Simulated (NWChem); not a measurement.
System meant: BN₂H₅O; SMILES NB(N)O

The following NWChem deck was run.

```
start job
memory heap 200 mb stack 900 mb global 1100 mb
geometry units angstroms noautosym nocenter noautoz
  B      0.018951    -0.011054     0.000000
  O      1.401047    -0.016650     0.000000
  H      1.780043     0.864064     0.000000
  N     -0.619672    -1.277917     0.000000
  H     -0.078583    -2.129508     0.000000
  H     -1.617593    -1.416483     0.000000
  N     -0.726616     1.205186     0.000000
  H     -1.735188     1.233626     0.000000
  H     -0.304462     2.121386     0.000000
end
basis spherical
  * library def2-svp
end
dft
  xc m06-l
  iterations 150
end
property
  shielding
end
task dft property
```

End of the output:

```
 Vector   19  Occ=0.000000D+00  E= 1.078419D-01
              MO Center= -6.1D-01,  6.7D-01, -8.7D-09, r^2= 7.1D+00
   Bfn.  Coefficient  Atom+Function         Bfn.  Coefficient  Atom+Function
  ----- ------------  ---------------      ----- ------------  ---------------
    60      1.057963  7 N  s                 73     -0.844398  8 H  s
    78     -0.821782  9 H  s                 36     -0.758037  4 N  s
    54      0.675829  6 H  s                 30      0.645255  3 H  s
    49      0.427174  5 H  s                 17     -0.413707  2 O  s
    65      0.263161  7 N  py                64     -0.177927  7 N  px

 center of mass
 --------------
 x =   0.05648790 y =  -0.02291348 z =   0.00000000

 moments of inertia (a.u.)
 ------------------
         202.187063905924           1.098632633745           0.000000000000
           1.098632633745         189.559379908407           0.000000000000
           0.000000000000           0.000000000000         391.746443814331

     Multipole analysis of the density
     ---------------------------------

     L   x y z        total         alpha         beta         nuclear
     -   - - -        -----         -----         ----         -------
     0   0 0 0     -0.000000    -16.000000    -16.000000     32.000000

     1   1 0 0     -0.497276     -0.176197     -0.176197     -0.144882
     1   0 1 0      0.537099      0.291700      0.291700     -0.046302
     1   0 0 1      0.000000      0.000000      0.000000      0.000000

     2   2 0 0    -15.048077    -62.846818    -62.846818    110.645559
     2   1 1 0      2.144863      0.294190      0.294190      1.556482
     2   1 0 1      0.000000      0.000000      0.000000      0.000000
     2   0 2 0    -12.646594    -68.659066    -68.659066    124.671538
     2   0 1 1     -0.000000     -0.000000     -0.000000      0.000000
     2   0 0 2    -19.524351     -9.762175     -9.762175      0.000000

          -----------------------------------------
          Chemical Shielding Tensors (GIAO, in ppm)
          -----------------------------------------

 ------------------------------------------------------------------------
  xm06: d2 not coded                    0
 ------------------------------------------------------------------------
 ------------------------------------------------------------------------
  current input line :
    24: task dft property
 ------------------------------------------------------------------------
 ------------------------------------------------------------------------
 This error has not yet been assigned to a category
 ------------------------------------------------------------------------
 For more information see the NWChem manual at https://nwchemgit.github.io

0: xm06: d2 not coded:Received an Error in Communication
```

### Question
Find the fault in this run and fix the input.

### Answer
The program stopped with an error. Cause: this functional's second derivatives, which shieldings need, aren't coded here; the fix takes a hybrid GGA instead. This input runs:
```
start job
memory heap 200 mb stack 900 mb global 1100 mb
geometry units angstroms noautosym nocenter noautoz
  B      0.018951    -0.011054     0.000000
  O      1.401047    -0.016650     0.000000
  H      1.780043     0.864064     0.000000
  N     -0.619672    -1.277917     0.000000
  H     -0.078583    -2.129508     0.000000
  H     -1.617593    -1.416483     0.000000
  N     -0.726616     1.205186     0.000000
  H     -1.735188     1.233626     0.000000
  H     -0.304462     2.121386     0.000000
end
basis spherical
  B library def2-svp
  O library def2-svp
  H library def2-svp
  N library def2-svp
end
dft
  xc pbe0
  iterations 150
end
property
  shielding
end
task dft property
```
It converges to -212.32294 Ha (PBE0/def2-SVP, GIAO).
